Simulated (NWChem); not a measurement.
MgSiH4S; SMILES [SiH3][Mg][SH]

```xyz
7

Mg     0.0111    -0.1294     0.0007
S      0.0573    -2.4474    -0.0003
H     -1.2921    -2.5498    -0.0003
Si     0.0144     2.4437    -0.0003
H     -1.3662     3.0162     0.1477
H      0.5758     3.0166    -1.2696
H      0.8316     3.0164     1.1217
```
Atoms are numbered in this order, from 1.

Program: NWChem. Medium grid unless said otherwise, to which SCAN and Minnesota functionals are sensitive. The geometry was optimised at PBE0/def2-SVP.

Question: Order these by “orbital gap (eV)”, lowest first: M06-L/def2-TZVP; M05-2X/def2-TZVP; revPBE/def2-TZVP; B3LYP/def2-TZVP.

Answer: revPBE/def2-TZVP (4.08), M06-L/def2-TZVP (4.70), B3LYP/def2-TZVP (5.38), M05-2X/def2-TZVP (7.54)
